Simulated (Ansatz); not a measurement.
Stepwise reaction of `C[N](C)[Ga]([OH])[N](C)C` with hydrogen sulfide, as a gas-phase model of exchange steps in deposition or etching. ΔE in kJ/mol.

Computed with Ansatz on PBE0-D4/def2-TZVP structures; ΔE is electronic, products minus reactants. CCSD(T)/CBS adds triple-zeta CCSD(T) − MP2 to the extrapolated MP2 energy (def2 sets, frozen cores). This one scheme is used for every species. DFT in def2-TZVPP. B3LYP here is the variant with VWN-RPA as its local correlation; programs differ in this. For Ga outer-core shells are correlated without core-valence functions, which leaves a few kJ/mol of doubt a bond. Scalar relativity is left out up to krypton. One conformer a species, not always the lowest.

| step | reaction | PBE-D4 | B3LYP-D4 | ωB97M-V | CCSD(T)/CBS |
| --- | --- | --- | --- | --- | --- |
| 1 | `C[N](C)[Ga]([OH])[N](C)C` + H₂S → `C[N](C)[Ga]([OH])[SH]` + `CNC` | -67.6 | -62.8 | -65.6 | -60.8 |
| 2 | `C[N](C)[Ga]([OH])[SH]` + H₂S → `[OH][Ga]([SH])[SH]` + `CNC` | -57.6 | -52.9 | -54.9 | -48.7 |

(1) By hand: ΔE of the 2 steps together at CCSD(T)/CBS.

## Answers

(1) (-60.8) + (-48.7) = -109.5 kJ/mol, or -54.8 kJ/mol a step.

In ΔE each step is higher than the one before. All are downhill at CCSD(T)/CBS. PBE-D4 differs from CCSD(T)/CBS by -8.9 to -6.8 kJ/mol a step. Only this route is followed, and other bonds may react first. Isolated molecules leave out the surface, adducts and barriers. Largest T1 diagnostic: 0.013.
